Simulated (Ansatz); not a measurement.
Cost and result up the ladder for `C[SiH2][SiH2][SiH2][SiH2][SiH2][SiH2][SiH2][SiH2][SiH2]C` (35 atoms). The state is a singlet with charge 0. Geometry: r2SCAN-D4/def2-SVP.

Cartesian coordinates in Å:
```
C -5.3361 0.4712 2.1477
Si -4.2055 1.9017 1.6601
Si -3.8884 1.9085 -0.6688
Si -3.1821 -0.2462 -1.2849
Si -1.4119 -0.8356 0.1431
Si 0.2068 0.8693 0.1421
Si 2.0222 0.2230 1.4866
Si 2.6381 -1.9480 0.8254
Si 2.8113 -1.9323 -1.5180
Si 4.2843 -0.1917 -2.0912
C 5.8929 -0.3616 -1.1193
H -6.3237 0.5714 1.6689
H -5.4888 0.4396 3.2386
H -4.9030 -0.4935 1.8376
H -2.8646 1.7451 2.3116
H -4.7804 3.2075 2.1147
H -2.8406 2.9020 -1.0689
H -5.1625 2.2607 -1.3767
H -2.7111 -0.2941 -2.7057
H -4.3192 -1.2117 -1.1331
H -0.7795 -2.1295 -0.2727
H -1.9333 -1.0082 1.5393
H -0.4098 2.1465 0.6247
H 0.6782 1.0818 -1.2647
H 1.6139 0.2550 2.9273
H 3.1836 1.1528 1.3037
H 1.6162 -2.9297 1.3096
H 3.9631 -2.3209 1.4194
H 3.3220 -3.2500 -2.0172
H 1.4554 -1.7007 -2.1123
H 3.6168 1.1077 -1.7565
H 4.5531 -0.1981 -3.5645
H 6.5938 0.4519 -1.3672
H 6.3894 -1.3195 -1.3436
H 5.6997 -0.3244 -0.0351
```

Ansatz on 4 threads of Intel Xeon on a shared host. Times are rough, and most runs start from the orbitals of an earlier one. PBE0-D4/def2-TZVP serves as the yardstick here, not as an exact answer. Differences are given only for rows in sets of like size (and for xTB, whose basis is part of the method), since another set adds its own error. Binding counts from free atoms at the same level (C triplet, Si triplet, H doublet; other spins of the atoms weren't run), without zero-point energy or a counterpoise term.

B3LYP takes the VWN-RPA correlation. Correlated methods freeze 47 core orbitals. The rows differ in basis, and correlated rows in double-zeta sets carry the largest basis error.

Correlated methods converge slowly with the basis, most of all in double-zeta sets.

| level | functions | binding energy per atom (eV) | difference from PBE0-D4/def2-TZVP (eV) |
| --- | --- | --- | --- |
| MP2/def2-SVP | 310 | 3.03 | – |
| r2SCAN-D4/def2-TZVP (with forces) | 539 | 3.26 | 0.02 |
| PBE0-D4/def2-SVP | 310 | 3.24 | – |
| PBE0-D4/def2-TZVP (with forces) | 539 | 3.24 | 0.00 |
| PBE-D4/def2-SVP | 310 | 3.24 | – |
| HF/6-31G | 183 | 2.18 | – |
| B3LYP-D4/6-31G | 183 | 3.06 | – |
| PBE-D4/def2-TZVP | 539 | 3.24 | 0.00 |

Task: Estimate how long each takes.

Result: HF/6-31G 13 s; PBE-D4/def2-SVP 17 s; B3LYP-D4/6-31G 20 s; PBE0-D4/def2-SVP 37 s; PBE-D4/def2-TZVP 38 s; MP2/def2-SVP 45 s; r2SCAN-D4/def2-TZVP (with forces) 76 s; PBE0-D4/def2-TZVP (with forces) 2.1 min. On shared hardware such times vary by a factor of up to 3.
